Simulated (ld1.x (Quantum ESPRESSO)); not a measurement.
## Cutoff test, Tm, TM

```json
{"Element": "Tm (Z = 69)", "Generator": "ld1.x (Quantum ESPRESSO) 7.5", "Type": "norm-conserving Troullier–Martins (Kleinman–Bylander form)", "Functional": "PBE", "Relativity": "scalar-relativistic", "Frozen core": "[Kr] 4d10 4f13", "Valence charge": "10", "Reference configuration": "5s2 5p6 5d0 6s1.75 6p0.25", "Partial waves": "5p (bound): rc 1.75 bohr; 5d (bound, empty): rc 2.15 bohr; 5s (bound): rc 1.80 bohr", "Local potential": "the s channel", "Core correction": "Bessel-smoothed model core inside 1.10 bohr"}
```

Occupied shells without a wave of their own: 6p, 6s. They enter only through the test configuration that unscreens the potential, and ld1.x also counts them in the model core charge.

The pseudo-atom Hamiltonian at the reference potential is diagonalised in spherical Bessel functions j_l(qr) that vanish at 20 bohr, with q² up to the cutoff. All-electron valence levels (Ry): 5p -2.0077, 6p -0.0961, 5d -0.0785, 5s -3.9537, 6s -0.3022.

**Question.** How do the lowest levels (Ry) of each channel move with the cutoff, and are there ghosts?

**Answer.**

| cutoff (Ry) | p #1 | p #2 | p #3 | d #1 | d #2 | s #1 | s #2 | f #1 | Σ f·Δε (mRy) |
| --- | --- | --- | --- | --- | --- | --- | --- | --- | --- |
| 8 | -1.8305 | -0.0850 | 0.0390 | -0.0381 | 0.0523 | -3.8185 | -0.3292 | 0.0839 | 1356.3 |
| 15 | -1.9864 | -0.0956 | 0.0351 | -0.0716 | 0.0444 | -3.8758 | -0.3334 | 0.0839 | 296.2 |
| 25 | -1.9960 | -0.0960 | 0.0349 | -0.0784 | 0.0433 | -3.9449 | -0.3385 | 0.0839 | 91.6 |
| 45 | -2.0071 | -0.0967 | 0.0347 | -0.0785 | 0.0433 | -3.9511 | -0.3401 | 0.0839 | 9.7 |
| 60 | -2.0074 | -0.0967 | 0.0347 | -0.0785 | 0.0433 | -3.9535 | -0.3404 | 0.0839 | 2.7 |
| 90 | -2.0077 | -0.0967 | 0.0347 | -0.0785 | 0.0433 | -3.9537 | -0.3404 | 0.0839 | 0.2 |
| 400 | -2.0077 | -0.0967 | 0.0347 | -0.0785 | 0.0433 | -3.9537 | -0.3405 | 0.0839 | 0.0 |

Result: no extra level below or beside the all-electron valence levels (p, d, s, f tested); 10 mRy is reached at 45 Ry and 1 mRy at 70 Ry.

The potential misses its own reference levels by up to 0.5 eV. ld1.x takes every shell without a wave as core, so the model core holds the 6p, 6s electrons as well and exchange and correlation see them twice. This cancels in the reference configuration, but the file is broken for other ones, and its errors say nothing about a proper core correction. Its largest configuration-test error is -2301 meV.
